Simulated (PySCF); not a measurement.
Species: C$_{4}$H$_{8}$F, net charge 0, doublet state. It need not be the lowest isomer of its formula. 
Geometry from a B3LYP-D3(BJ)/def2-TZVP (Ansatz) optimisation:
```xyz
13

C      2.3583     0.0081     0.0880
C      0.9293    -0.4934    -0.0917
C     -0.0764     0.6623    -0.2804
C     -1.4796     0.2271    -0.4305
F     -2.0400    -0.3366     0.6674
H      2.6869     0.5841    -0.7805
H      2.4400     0.6553     0.9644
H      3.0550    -0.8214     0.2204
H      0.6268    -1.0828     0.7768
H      0.8726    -1.1596    -0.9570
H      0.0014     1.3409     0.5768
H      0.1950     1.2399    -1.1690
H     -1.9075    -0.1521    -1.3512
```
Charge 0, spin multiplicity 2.

Dispersion corrections to the total energy (kcal/mol) from the dftd3 and dftd4 libraries through PySCF: D3(BJ) without and D4 with the three-body term, each with the damping fitted for the functional named.

| functional | D3(BJ) | D4 |
|---|---|---|
| PW6B95 | -2.34 | -4.07 |
| r2SCAN | -1.49 | -1.24 |
| PBE | … | -4.76 |
| B3LYP | … | -7.55 |
| TPSSh | -5.96 | -5.87 |
| B2GP-PLYP | -2.70 | … |
| LC-wPBE | -4.69 | -5.22 |

### Question
Complete the blanks.

### Answer

- PBE, D3(BJ): -5.35
- B3LYP, D3(BJ): -8.85
- B2GP-PLYP, D4: -1.97
